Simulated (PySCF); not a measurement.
2-chloronaphthalene, C10H7Cl.
Numbering: `[Cl:1][c:2]1[cH:3][cH:4][c:5]2[cH:6][cH:7][cH:8][cH:9][c:10]2[cH:11]1`

Structure used (PBE0-D3(BJ)/def2-SVP), in Å, numbered top down from 1:
```
atom  x, y, z in Å
Cl1   -5.5376   -3.3618   -1.0449
C2    -4.1132   -2.3969   -0.8415
C3    -4.2650   -1.0203   -0.5525
C4    -3.1487   -0.2374   -0.3893
C5    -1.8447   -0.7838   -0.5059
C6    -0.6777    0.0047   -0.3428
C7     0.5724   -0.5562   -0.4625
C8     0.7108   -1.9338   -0.7510
C9    -0.4026   -2.7244   -0.9145
C10   -1.7063   -2.1763   -0.7977
C11   -2.8697   -2.9697   -0.9628
H12   -5.2686   -0.6019   -0.4635
H13   -3.2580    0.8270   -0.1659
H14   -0.7890    1.0691   -0.1202
H15    1.4641    0.0617   -0.3353
H16    1.7084   -2.3691   -0.8442
H17   -0.2978   -3.7891   -1.1378
H18   -2.7755   -4.0340   -1.1863
```

NICS = −σ at a ghost point: NICS(0) at the centroid of the ring atoms, NICS(1) 1 Å to either side along the normal of their mean plane, zz for the tensor component along that normal. Level: GIAO B97-2/pcSseg-2 (PySCF, non-relativistic, gas phase) on the PBE0-D3(BJ)/def2-SVP geometry, one conformer.

Ring bond lengths (Å): C2–C3 1.415, C3–C4 1.373, C4–C5 1.419, C5–C10 1.429, C10–C11 1.418, C11–C2 1.374; C5–C6 1.418, C6–C7 1.375, C7–C8 1.414, C8–C9 1.375, C9–C10 1.419, C10–C5 1.429.

Task: Give the NICS values of each ring in ppm.

Result: 
| ring | type | NICS(0) | NICS(1), two faces | NICS(1)zz, two faces | rms pucker (Å) | centre to ring atoms, mean (Å) |
| --- | --- | --- | --- | --- | --- | --- |
| C2–C3–C4–C5–C10–C11 | 6-membered carbocycle; formal bonds all aromatic | -9.4 | -10.3 / -10.3 | -27.7 / -27.7 | 0.00 | 1.40 |
| C5–C6–C7–C8–C9–C10 | 6-membered carbocycle; formal bonds all aromatic | -8.8 | -10.5 / -10.5 | -29.1 / -29.1 | 0.00 | 1.41 |

Task: What do they say, and how far can they be read as aromaticity?

Result: 
- C2–C3–C4–C5–C10–C11: mean NICS(1)zz -27.7 ppm, shielded. For a flat ring without four-coordinate atoms the NICS criterion counts such a value as aromatic, though in fused rings the probe also feels the neighbouring ring.
- C5–C6–C7–C8–C9–C10: mean NICS(1)zz -29.1 ppm, shielded, aromatic by this magnetic criterion (flat ring, no four-coordinate atom), though in fused rings the probe also feels the neighbouring ring.

Task: What does the geometric index give? HOMA takes Krygowski's 1993 parameters.

Result: 
- C2–C3–C4–C5–C10–C11: HOMA 0.80 = 1 − EN − GEO, with mean bond length 1.405 Å, EN = α(Ropt − mean)² = 0.072 and GEO = α × variance = 0.128. The geometric and the magnetic index point the same way.
- C5–C6–C7–C8–C9–C10: HOMA 0.80 = 1 − EN − GEO, with mean bond length 1.405 Å, EN = α(Ropt − mean)² = 0.076 and GEO = α × variance = 0.121. The geometric and the magnetic index point the same way.

Task: What is the mean of the two in-plane components of NICS at the second NICS(1) probe listed for ring C5–C6–C7–C8–C9–C10, 1 Å off the ring?

Result: The isotropic value is a third of the trace: (3 × -10.5 − (-29.1))/2 = -1.2 ppm.

Task: Give the inner angles of the rings.

Result: 
- C2–C3–C4–C5–C10–C11: C2 121.4°, C3 119.5°, C4 121.2°, C5 118.8°, C10 119.3°, C11 119.9°; sum 720.0° against 720° for a flat convex ring.
- C5–C6–C7–C8–C9–C10: C5 119.0°, C6 120.7°, C7 120.3°, C8 120.3°, C9 120.8°, C10 118.8°; sum 720.0° against 720° for a flat convex ring.

Task: What are the shieldings of the ring atoms and their hydrogens in the same run (means over atoms taken as equivalent)?

Result: 
```tsv
atoms	environment	σ isotropic (ppm)
C2	aromatic C–Cl carbon	38.3
C3	aromatic CH carbon	49.6
C4	aromatic CH carbon	47.5
C5	ring-fusion aromatic carbon	45.4
C6	aromatic CH carbon	48.6
C7	aromatic CH carbon	51.2
C8	aromatic CH carbon	50.1
C9	aromatic CH carbon	49.4
C10	ring-fusion aromatic carbon	42.7
C11	aromatic CH carbon	49.4
H12	aromatic hydrogen	23.74
H13	aromatic hydrogen	23.41
H14	aromatic hydrogen	23.35
H15	aromatic hydrogen	23.71
```

The list is cut; further classes of hydrogen are left out.

Task: How do the values depend on the level or the medium?

Result: 
```csv
level,"NICS(0), C2–C3–C4–C5–C10–C11","mean NICS(1)zz, C2–C3–C4–C5–C10–C11","NICS(0), C5–C6–C7–C8–C9–C10","mean NICS(1)zz, C5–C6–C7–C8–C9–C10"
"B97-2/pcSseg-2, gas",-9.4,-27.7,-8.8,-29.1
"PBE0/pcSseg-1, gas",-9.5,-27.6,-8.9,-28.9
```

The geometry is the same throughout.
